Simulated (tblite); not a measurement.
C4H8FNSi2.
Geometry (GFN2-xTB, Å), atoms numbered from 1 in this order:
```xyz
16
C4H8FNSi2 angstrom
N      3.5482   -1.2557    0.1145
C      2.5635   -0.8529    0.5418
Si     0.9221   -0.2656    1.2167
Si    -0.8958   -1.4875    0.4429
C     -1.5072   -0.0572   -0.6769
C     -0.3299    0.8359   -1.0813
C      0.4854    1.2814    0.1292
F     -0.2926    2.1368    0.9083
H      1.2147    0.1761    2.5813
H     -1.9153   -1.8694    1.4232
H     -0.5417   -2.6664   -0.3562
H     -2.0167   -0.4128   -1.5725
H     -2.2301    0.5502   -0.1283
H      0.3429    0.2954   -1.7525
H     -0.6990    1.7174   -1.6137
H      1.3438    1.8832   -0.1880
```

Level: GFN2-xTB in tblite, geometry and Hessian alike; calculated harmonic values, unscaled, isolated species. Against measured fundamentals such values can be off by several per cent, at times by over 20. Modes of hydrogen on silicon can be 10 to 20 % off. One conformer, not necessarily the lowest.

Harmonic wavenumbers (cm⁻¹): 50.4, 78.0, 94.7, 174.0, 231.9, 292.0, 301.5, 325.4, 356.8, 403.6, 438.4, 502.0, 532.1, 556.1, 602.7, 621.1, 666.0, 672.1, 684.5, 782.8, 791.4, 890.6, 953.1, 998.6, 1094.3, 1111.2, 1145.2, 1222.8, 1279.6, 1288.7, 1328.1, 1474.9, 1483.9, 2216.9, 2237.7, 2249.0, 2334.6, 2918.0, 2953.4, 2968.5, 2975.9, 2995.0.

A = 1784, B = 1153, C = 896.9 MHz; mass 145.018 u (most abundant isotopes); point group C1, symmetry number 1.

Question: What is the zero-point energy?

Answer: ½Σν̃ = 23639 cm⁻¹ = 67.59 kcal/mol.

Question: Give the ideal-gas entropy at 350 K and 1 bar in the rigid-rotor, harmonic-oscillator model (classical rotation).

Answer: Translation 41.65, rotation 30.02, vibration 33.79: S = 105.5 cal/(mol K).

Question: And Cp and H(350 K) − H(0)?

Answer: Cp = 43.93 cal/(mol K), of which vibrations give 35.98 (their classical limit is 42 R = 83.5); H(350 K) − H(0) = 9.15 kcal/mol without the zero-point energy, 6.37 from vibrations.

Question: How do the functions run with temperature in this model?

Answer: 
```csv
T (K),S (cal/(mol K)),Cp (cal/(mol K)),H − H(0) (kcal/mol),G − H(0) (kcal/mol),ln q(vib)
150,77.6,23.6,2.28,-9.35,2.70
250,92.3,34.7,5.20,-17.86,5.23
298.15,98.8,39.4,6.99,-22.46,6.48
400,111.6,47.8,11.45,-33.18,9.15
600,133.3,59.5,22.26,-57.75,14.21
900,159.7,70.3,41.88,-101.86,21.11
```

q(vib) and H(0) count from the zero-point level.

Question: Which modes carry the vibrational entropy at 350 K?

Answer: 50.4 cm⁻¹: 5.12; 78.0 cm⁻¹: 4.26; 94.7 cm⁻¹: 3.87; 174.0 cm⁻¹: 2.69; 231.9 cm⁻¹: 2.16; 292.0 cm⁻¹: 1.74 cal/(mol K); the other 36 give 13.95 together.

Question: What must be added to the electronic energy to get the Gibbs energy at 350 K and 1 bar?

Answer: ZPE + [H(350 K) − H(0)] − T·S = 67.59 + 9.15 − 36.91 = 39.83 kcal/mol.

Question: Blend soft modes into free rotors: weight 1/[1 + (100 cm⁻¹/ν̃)⁴] for the oscillator and the rest for a rotor with moment μB/(μ + B), μ = h/(8π²ν), B = 10⁻⁴⁴ kg m². What vibrational entropy results?

Answer: 31.27 cal/(mol K) in place of 33.79, which changes −T·S at 350 K by +0.88 kcal/mol.

Hindered rotation and anharmonicity are outside this model. Other conformers, if any are populated, would add a mixing term that is left out. The structure is chiral; the term R ln 2 for an equal mix with its mirror image is left out.
